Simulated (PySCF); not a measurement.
## Ionisation energy of Au⁶⁶⁺ by level of theory

Au⁶⁶⁺ [Ne] 3s2 3p1 (2P) → Au⁶⁷⁺ [Ne] 3s2 (1S), as a difference of total energies. Calculation: PySCF 2.14, in an even-tempered Gaussian basis (17 s from 19 bohr⁻², ratio 2.5; 12 p from 25 bohr⁻², ratio 2.5; 4 d from 95 bohr⁻², ratio 2.7; 4 f from 140 bohr⁻², ratio 2.7); the spin-free X2C one-electron Hamiltonian (Gaussian nucleus). Correlated levels: outer shells: 1s2 frozen; virtual orbitals above 40 to 60 times the deepest correlated orbital energy dropped. The calculations carry no spin-orbit coupling.

```json
{"method": "UHF", "ionisation energy (eV)": "7566.8"}
{"method": "LDA", "ionisation energy (eV)": "7568.2"}
{"method": "PBE", "ionisation energy (eV)": "7570.3"}
{"method": "PBE0", "ionisation energy (eV)": "7569.7"}
{"method": "r2SCAN", "ionisation energy (eV)": "7569.6"}
{"method": "M06-L", "ionisation energy (eV)": "7567.3"}
{"method": "M06", "ionisation energy (eV)": "7568.6"}
{"method": "MP2 (outer shells)", "ionisation energy (eV)": "7567.5"}
{"method": "SCS-MP2 (outer shells)", "ionisation energy (eV)": "7567.3"}
```

A first-order spin-orbit estimate (lowest level to lowest level, LS coupling) adds 303.6 eV.

Breit and QED terms and the two-electron picture change are absent.

First order in ζ underestimates the shift of j = l − 1/2 levels at high Z.

For comparison: 7910 ± 40 eV (theoretical estimate listed by NIST; NIST Atomic Spectra Database, ionization energies).
